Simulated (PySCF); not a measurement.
**Germanium: a sound run and one with changed settings**

Sound run: Ge⁺ [Ar] 3d10 4s2 4p1, Ge²⁺ [Ar] 3d10 4s2. All numbers are calculated (PySCF 2.14, a scalar-relativistic core potential, in cc-pVTZ-PP with ECP10MDF). In the sound run the correlated levels freeze 3s2 3p6 3d10 outside the core potential. The sound run starts from symmetry-adapted Hartree-Fock orbitals and uses a fine grid where one is needed.

Changed run: all electrons correlated in a basis built for the valence shell.

```json
{"species": "Ge⁺", "method": "MP2", "sound run (hartree)": "-293.11811", "changed run (hartree)": "-293.21319", "converged": "yes"}
{"species": "Ge²⁺", "method": "MP2", "sound run (hartree)": "-292.54916", "changed run (hartree)": "-292.64000", "converged": "yes"}
```

Ionisation energy of Ge⁺:

```tsv
method	sound run (eV)	changed run (eV)
UHF	15.246	15.246
MP2	15.482	15.597
SCS-MP2	15.469	15.548
```

A valence basis has no tight correlating functions, so it recovers only part of the core correlation, and not evenly between atom and ion.

For comparison, NIST gives 15.935 eV between the lowest levels.
